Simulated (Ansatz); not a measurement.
ClF$_{2}$ISi (`F[Si](F)(Cl)I`), relaxed with RKS PBE-D4/def2-SVP in Ansatz 0.2.0 from a rough embedded geometry. The force threshold is 0.03 eV/Å; the program also tests the step.

Total charge 0; spin multiplicity 1. I: def2 effective core potential.

Start:

```xyz
5

F     1.254    0.836   -0.865
Si   -0.012    0.017   -0.153
F    -0.665   -0.992   -1.213
Cl   -1.367    1.362    0.442
I     0.790   -1.223    1.790
```

(1) By how much does the energy fall, and how many steps does the optimiser take? (Best estimate.)

(2) Which bonds change most? (Estimate.)

(3) Give the relaxed structure. (Estimate.)

Results:

(1) Ansatz gave: 7.69 kJ/mol, in 4 steps.

(2) Ansatz gave: F1–Si2 from 1.667 to 1.618 Å; Si2–Cl4 from 2.001 to 2.043 Å; Si2–I5 from 2.441 to 2.417 Å; Si2–F3 from 1.603 to 1.618 Å.

(3) Ansatz gave: 
```xyz
5

F     1.228    0.790   -0.845
Si    0.000    0.025   -0.121
F    -0.647   -0.979   -1.212
Cl   -1.408    1.405    0.415
I     0.827   -1.242    1.763
```
